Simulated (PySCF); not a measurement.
C4H4BNO, SMILES B1(O)C=N[C@H]1C#C.

Coordinates come from a PBE0-D3(BJ)/def2-SVP optimisation. The structure was generated by enumeration; whether it is a known compound was not checked. Other conformers were not sampled.

Computed with PBE0-D3(BJ)/def2-SVP (PySCF 2.14.0).

Harmonic, unscaled wavenumbers; measured fundamentals usually lie a few per cent lower.

Q: Give all harmonic wavenumbers and intensities. (The exact figures need the calculation; the answer reports its results.)

A: 
| mode | ν (cm⁻¹) | IR (km/mol) | moving atoms (share of kinetic energy) |
|---|---|---|---|
| 1 | 83 | 5.2 | C 38 %, O 32 %, H 16 %, N 9 % |
| 2 | 123 | 1.3 | C 58 %, H 14 %, N 13 %, O 13 % |
| 3 | 210 | 7.5 | C 43 %, N 30 %, H 12 %, B 10 % |
| 4 | 342 | 16.8 | C 56 %, O 19 %, H 17 % |
| 5 | 434 | 6.7 | C 55 %, H 19 %, B 18 % |
| 6 | 524 | 1.7 | C 53 %, N 22 %, O 9 %, H 8 % |
| 7 | 591 | 17.6 | C 48 %, H 17 %, B 17 %, N 13 % |
| 8 | 602 | 93.4 | H 82 %, O 8 % |
| 9 | 659 | 13.7 | B 28 %, H 22 %, C 21 %, O 18 %, N 10 % |
| 10 | 670 | 43.1 | H 63 %, C 24 % |
| 11 | 722 | 35.8 | H 76 %, C 24 % |
| 12 | 829 | 49.9 | C 53 %, H 17 %, B 17 %, O 8 % |
| 13 | 906 | 18.2 | H 39 %, C 31 %, N 28 % |
| 14 | 925 | 44.9 | H 57 %, C 22 %, B 13 % |
| 15 | 948 | 11.2 | H 51 %, C 40 %, N 8 % |
| 16 | 1055 | 21.9 | H 49 %, C 48 % |
| 17 | 1111 | 64.1 | H 56 %, C 21 %, B 12 % |
| 18 | 1165 | 84.5 | H 53 %, C 22 %, B 21 % |
| 19 | 1273 | 24.8 | H 54 %, C 23 %, B 9 %, N 9 % |
| 20 | 1294 | 2.6 | H 56 %, C 38 % |
| 21 | 1540 | 332.4 | B 69 %, O 19 %, C 9 % |
| 22 | 1631 | 6.8 | C 51 %, N 44 % |
| 23 | 2234 | 4.6 | C 91 %, H 9 % |
| 24 | 3097 | 1.8 | H 92 % |
| 25 | 3181 | 15.6 | H 91 %, C 9 % |
| 26 | 3489 | 83.1 | H 86 %, C 14 % |
| 27 | 3873 | 94.1 | H 94 % |
